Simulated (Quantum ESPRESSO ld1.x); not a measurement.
One sound ld1.x (Quantum ESPRESSO 7.5) input for the antimony ion Sb2+ gives E = -6482.63 hartree in 23 iterations:

```
 &input
    zed=51.0,
    iswitch=1,
    rel=2,
    dft='PBE',
    config='[Kr] 4d10 5s2 5p1',
    verbosity='high',
    lsmall=.true.,
    prefix='ld1',
    max_out_wfc=37,
    file_charge='ld1.rho',
 /
```

Changed or added lines, one case at a time, and what came of them:

- tr2=1e-30: usable despite the warning. The threshold lies below the rounding noise, so the cycle runs to its limit and warns, but the energy differs from the sound run by less than 1e-5 hartree.
- config='[Kr] 4d10 5s2 5p1 5p1': ran as typed. The string holds 50 electrons for Z = 51, so the species has charge 1 and is not the one meant. The run is valid for that other species.
- iswitch=0: refused. The program stops in ld1_readin with "wrong iswitch": iswitch takes 1 to 4.
- beta=2.0: harmless. The Broyden-type mixing copes: 25 iterations against 23, same energy.
- config='[Kr] 4d10 5s2 5p1 1s1': refused. The program stops in el_config with "occupation wrong": the bracketed core already holds 1s.
- relpert=.true.: refused. The program stops in ld1_readin with "perturbative SO-splitting for AE calculations with rel=0 only": the perturbative correction needs rel = 0.
- dft='HF': refused. The program stops in ld1_setup with "HF not implemented yet": ld1.x has no Hartree-Fock; KLI and OEP are its exact-exchange options.
